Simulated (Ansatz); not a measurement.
Ansatz (a first-principles code) input:

Ansatz 0.2 input:
```yaml
crystal:
  periodic: [false, false, false]
  atoms:
    - {symbol: C, position_ang: [0.01856678, 0.00586762, 0.50929403]}
    - {symbol: Cl, position_ang: [0.82549883, -1.21861678, -0.10606132]}
    - {symbol: Cl, position_ang: [-0.83205181, 1.21654586, -0.07368951]}
basis:
  gaussian:
    orbitals: def2-TZVP
hamiltonian:
  xc: b3lyp
  dispersion: d3bj
total_charge: 1
magnetization: {spin_polarized: true, initial_magnetization: 1}
phonons: {temperatures: {t_min: 298.15, t_max: 298.15, t_step: 100}}
```

Problem. What final total energy does it print?

Solution. -958.13878 Eh (B3LYP-D3(BJ)/def2-TZVP). The basis has 105 functions.
